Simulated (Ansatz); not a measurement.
Input and output for F$_{4}$H$_{2}$O$_{2}$W (`[OH][W]([OH])([F])([F])([F])[F]`).

```yaml
crystal:
  periodic: [false, false, false]
  atoms:
    - {symbol: O, position_ang: [-0.840661, -1.459543, 0.089669]}
    - {symbol: W, position_ang: [-0.039114, 0.179597, -0.157302]}
    - {symbol: O, position_ang: [1.167394, -0.029752, 1.217212]}
    - {symbol: F, position_ang: [-1.193469, 0.535029, -1.573404]}
    - {symbol: F, position_ang: [0.667007, 1.860877, -0.529891]}
    - {symbol: F, position_ang: [-1.263501, 1.022187, 0.955627]}
    - {symbol: F, position_ang: [1.153167, -0.514671, -1.399941]}
    - {symbol: H, position_ang: [-1.537458, -2.013474, -0.264442]}
    - {symbol: H, position_ang: [1.886644, 0.419760, 1.662482]}
basis:
  gaussian: {orbitals: x2c-TZVPPall}
hamiltonian: {xc: {name: CAM-B3LYP}, dispersion: d3bjatm}
accuracy: high
output: {forces: true}
```

```sh
$ ansatz run in.yaml --threads 4 --pin off --events-out ev --progress --plain --max-ram 11315MiB
```

Output, abridged:

```
Functional definition: CAM-B3LYP
5288 factors; integrals over basis functions are off by at most 4.7e-8 eV
565 factors; integrals over basis functions are off by at most 1.2e-8 eV
mean field evaluation 1: about -454368.7806 eV, gradient 1.2e2 eV
mean field evaluation 2: about -454266.6589 eV, gradient 3.0e2 eV
mean field evaluation 4: about -454387.4485 eV, gradient 1.5e1 eV
mean field evaluation 8: about -454387.8808 eV, gradient 1.4e0 eV
mean field evaluation 16: about -454387.8844 eV, gradient 4.9e-4 eV
mean field -454387.88437757 eV, -16698.4467557055 hartree, gradient 4.6e-8 eV, S^2 0.000000; 0 other end points of the search recorded, 0 dependent functions left out
reference -454387.88440113 eV, -16698.4467565712 hartree; 64, 64 occupied and 247, 247 virtual orbitals, 5288 factors
Total energy: -454388.04077167 eV, -16698.4525030827 hartree
Relativity: scalar
Atom 0 at    -0.840661    -1.459543     0.089669 Å, force     0.089328     0.168622    -0.018346 eV/Å
Atom 1 at    -0.039114     0.179597    -0.157302 Å, force     0.023393    -0.104606     0.092219 eV/Å
Atom 2 at     1.167394    -0.029752     1.217212 Å, force    -0.129409     0.012330    -0.140832 eV/Å
Atom 3 at    -1.193469     0.535029    -1.573404 Å, force     0.068675    -0.008336     0.075900 eV/Å
Atom 4 at     0.667007     1.860877    -0.529891 Å, force    -0.047014    -0.091126     0.011234 eV/Å
Atom 5 at    -1.263501     1.022187     0.955627 Å, force     0.090584    -0.054686    -0.092033 eV/Å
Atom 6 at     1.153167    -0.514671    -1.399941 Å, force    -0.092086     0.061501     0.086053 eV/Å
Atom 7 at    -1.537458    -2.013474    -0.264442 Å, force     0.002969     0.011224    -0.004265 eV/Å
Atom 8 at     1.886644     0.419760     1.662482 Å, force    -0.006441     0.005076    -0.009931 eV/Å
Dipole moment:     0.110406    -0.497937     0.438144 e Å
```

Run time 52 s (4 threads of an Arm Neoverse V2 on a shared host); peak host memory 3.9 GiB.
